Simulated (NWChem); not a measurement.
BaHSBr; SMILES [SH][Ba][Br]

```xyz
4

Ba    -0.5706     0.5315     0.0000
Br     0.3646    -2.2455     0.0000
S      1.1890     2.8196    -0.0001
H      0.1701     3.7132     0.0038
```
Atoms are numbered in this order, from 1.

All runs: NWChem. Geometry: optimised at PBE0/def2-SVP. No frequency run checked for a minimum. def2 effective core potentials on Ba; no spin-orbit coupling. Ions are spin-unrestricted doublets at the neutral geometry; other ion states weren't tried.

Q: What does the run give for PBE/def2-SVP? Quantities: −ε(HOMO) (eV).

A: 
```json
{
  "−ε(HOMO) (eV)": "5.11"
}
```
